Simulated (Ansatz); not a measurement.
Mo₂O₄⁻. Charge -1, multiplicity 2. Geometry r2SCAN-D4/def2-SVPD.

Cartesian coordinates in Å:
```
Mo -0.096 -1.940 -0.418
Mo 0.018 0.525 0.105
O 1.341 0.841 1.144
O -0.795 1.721 -1.208
O -1.660 1.514 -0.041
O 1.192 -2.660 0.418
```

In the def2 sets Mo takes a core potential; there is no spin–orbit coupling. The structure holds 1 bond(s) between oxygen atoms. At PBE-D4/def2-TZVPD, r2SCAN-D4/def2-TZVPD, PBE0-D4/def2-TZVPD, r2SCAN0-D4/def2-TZVPD the charge -1 doublet is spin-contaminated (final ⟨S²⟩ up to 2.27, 0.75 for a pure state). No other spin state of charge -1 was run. The geometry of the doublet was relaxed on an unsound state (⟨S²⟩ 1.92, where a pure state has 0.75). Another isomer (quartet) lies 5.14 eV lower at PBE0-D4/def2-TZVPD; other spin states weren't run for this one.

Problem. Estimate the α-spin orbital energies around the gap (eV) in Ansatz with PBE-D4/def2-TZVPD, r2SCAN-D4/def2-TZVPD, PBE0-D4/def2-TZVPD, r2SCAN0-D4/def2-TZVPD.

Solution. 
```
orbital  PBE-D4/def2-TZVPD  r2SCAN-D4/def2-TZVPD  PBE0-D4/def2-TZVPD  r2SCAN0-D4/def2-TZVPD
 HOMO−9              -4.79                 -4.93               -6.05                  -6.15
 HOMO−8              -4.39                 -4.57               -5.79                  -5.94
 HOMO−7              -4.17                 -4.40               -5.63                  -5.83
 HOMO−6              -3.66                 -3.89               -5.12                  -5.31
 HOMO−5              -3.04                 -3.16               -4.26                  -4.38
 HOMO−4              -1.77                 -2.06               -3.19                  -3.48
 HOMO−3              -1.65                 -1.83               -3.02                  -3.30
 HOMO−2              -1.02                 -1.51               -2.40                  -2.63
 HOMO−1              -0.92                 -1.23               -2.30                  -2.63
   HOMO              -0.10                 -0.43               -1.38                  -1.68
   LUMO               0.34                  0.35                1.06                   1.07
 LUMO+1               0.95                  1.29                1.86                   1.92
 LUMO+2               1.34                  1.69                2.38                   2.73
 LUMO+3               1.93                  2.18                2.92                   3.09
 LUMO+4               2.38                  2.60                2.97                   3.16
 LUMO+5               2.61                  3.02                3.49                   3.79
 β HOMO              -0.59                 -0.73               -1.64                  -1.80
 β LUMO               0.76                  1.21                1.68                   1.86
```
